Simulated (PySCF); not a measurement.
**Pt (platinum, neutral) across methods**

[Xe] 4f14 5d9 6s1, high-spin 3D determinant. All numbers are calculated (PySCF 2.14, a scalar-relativistic core potential, in def2-TZVPPD with the def2 core potential (60 electrons) (6s5p3d2f1g, 59 functions)).

| method | E (hartree) | mean ε 5d α (eV) | mean ε 6s α (eV) | mean ε 5d β (eV) | Σ⟨r²⟩ (bohr²) | ⟨S²⟩ |
| --- | --- | --- | --- | --- | --- | --- |
| PBE | -119.3024 | -6.626 | -5.921 | -5.688 | 52.11 | 2.001 |
| UHF | -118.39984 | -11.869 | -7.899 | -10.607 | 52.03 | 2.004 |
| LC-wPBE | -119.2743 | -10.693 | -8.723 | -9.756 | 51.51 | 2.001 |
| BP86 | -119.4011 | -6.751 | -6.096 | -5.856 | 52.07 | 2.001 |
| PBE0 | -119.2558 | -8.086 | -6.602 | -7.076 | 51.73 | 2.001 |
| M06-L | -119.3317 | -6.760 | -5.468 | -5.626 | 51.72 | 2.004 |
| r2SCAN | -119.3076 | -7.135 | -5.803 | -5.880 | 51.77 | 2.003 |
| HSE06 | -119.2541 | -7.680 | -6.228 | -6.686 | 51.82 | 2.001 |
| LDA | -119.0708 | -6.856 | -6.276 | -5.963 | 52.31 | 2.000 |

Energies and moments cover only the electrons outside the core potential. Spin-orbit coupling, absent here, splits the open shell strongly.
